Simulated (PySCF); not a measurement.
BH2O2, SMILES [B](O)O, multiplicity 2. Geometry: PBE-D3(BJ)/def2-TZVP. The isomer is the one that the SMILES or the coordinates give; other isomers of the formula were not compared. The values are those of a single conformer.

These are PBE-D3(BJ)/def2-TZVP run with PySCF values and carry that method's errors.

Harmonic wavenumbers (cm⁻¹): 380, 450, 546, 868, 937, 1136, 1427, 3508, 3519. Rotational constants (GHz): 100.9, 9.782, 8.918; symmetry number 2.

Question: Work out the zero-point energy and the ideal-gas rigid-rotor harmonic-oscillator thermochemistry at 298.15 K and 1 atm.

Answer: ZPE = ½ Σ hcν = ½ × 12770 cm⁻¹ = 18.26 kcal/mol. H − E(el) = 21.20 kcal/mol. Entropy in cal/(mol K): translation 37.33, rotation 19.75, vibration 2.74, spin 1.38, total 61.19. G − E(el) = 2.96 kcal/mol. Cp = 13.32 cal/(mol K).
